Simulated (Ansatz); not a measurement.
Two isomers of C3H8OSi: A = `C1C[SiH2]CO1`, B = `C=CO[SiH2]C`.

Program: Ansatz. Geometries: PBE0-D4/def2-TZVP. ΔE: electronic, gas phase. CBS: MP2 limit from def2 TZ/QZ plus the TZ coupled-cluster correction, frozen cores. Functionals use def2-TZVPP. Each species was taken in one conformer, which may not be the lowest.

A:

Z-matrix (Å, degrees):
```
C
O 1 1.414
C 1 1.532 2 110.2
H 1 1.101 2 109.9 3 121.1
H 1 1.091 2 106.2 3 -122.3
C 2 1.422 1 110.4 3 -52.9
Si 3 1.886 1 101.8 2 35.1
H 3 1.092 1 110.6 2 -82.0
H 3 1.091 1 112.1 2 157.3
H 6 1.090 2 107.7 1 163.6
H 6 1.100 2 110.6 1 -78.8
H 7 1.489 3 114.3 1 107.6
H 7 1.487 3 113.5 1 -127.1
```

B:

```xyz
13

C    -1.9258    0.4314   -0.4967
C    -1.6581   -0.6337    0.2495
O    -0.4679   -1.2515    0.3875
Si    0.9912   -0.7778   -0.2579
C     1.6115    0.7885    0.5285
H    -2.9340    0.8208   -0.5200
H    -1.1780    0.9284   -1.1035
H    -2.4312   -1.1195    0.8380
H     0.8554   -0.6060   -1.7300
H     1.8935   -1.9171    0.0312
H     1.7257    0.6600    1.6072
H     2.5875    1.0530    0.1121
H     0.9301    1.6236    0.3542
```

Problem. Which is lower in electronic energy at CCSD(T)/CBS, and by how much? (An estimate is asked.)

Solution. Ansatz gave: B, by 24.9 kcal/mol.

Problem. Give E(B) − E(A) in kcal/mol with PBE-D4, HF/def2-TZVPP, PBE0-D4, ωB97M-V, MP2/def2-TZVPP, r2SCAN-D4, CCSD/def2-TZVPP. (Best estimate.)

Solution. Computed: PBE-D4 -21.1, HF/def2-TZVPP -30.9, PBE0-D4 -20.4, ωB97M-V -23.9, MP2/def2-TZVPP -24.4, r2SCAN-D4 -24.3, CCSD/def2-TZVPP -24.9. None reverses the order clearly.

Largest T1 diagnostic: 0.012.

In def2-TZVPP, CCSD(T) changes the Hartree–Fock value by +6.4 kcal/mol (the triples alone add +0.3 kcal/mol) and MP2 by +6.5 kcal/mol. From PBE to PBE0 (25 % exact exchange), in def2-TZVPP and without D4, E(B) − E(A) moves by +0.9 kcal/mol.
